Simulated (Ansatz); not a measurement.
```xyz
8

C    -1.821    0.367   -0.370
C    -0.520    0.134   -0.397
Zn    1.235   -0.090   -1.332
B     2.204   -0.447    0.476
Se    0.491   -0.217    1.280
H    -2.421    0.384    0.536
H    -2.348    0.556   -1.301
H     3.180   -0.687    1.108
```

The species carries charge 0 and has multiplicity 1.

Task: List the r2SCAN/def2-TZVPP orbital energies in eV (the Gaussian-basis code of Ansatz). (An estimate is asked.)

Result: Ansatz gave: Occupied: -12334.55, -9434.81, -1575.19, -1412.42, -1412.39, -1412.39, -1144.15, -1006.78, -1006.74, -1006.68, -273.84, -273.09, -211.31, -181.20, -154.71, -154.61, -154.60, -130.09, -85.92, -85.89, -85.69, -55.06, -55.03, -55.01, -54.96, -54.95, -20.32, -18.30, -13.96, -12.37, -11.97, -11.84, -11.84, -11.65, -11.49, -10.91, -10.35, -8.54, -8.10, -6.55, -6.21, -5.92. Lowest empty: -2.49, -2.40, -1.25, -0.29, 0.84, 1.24, 1.73, 2.28.
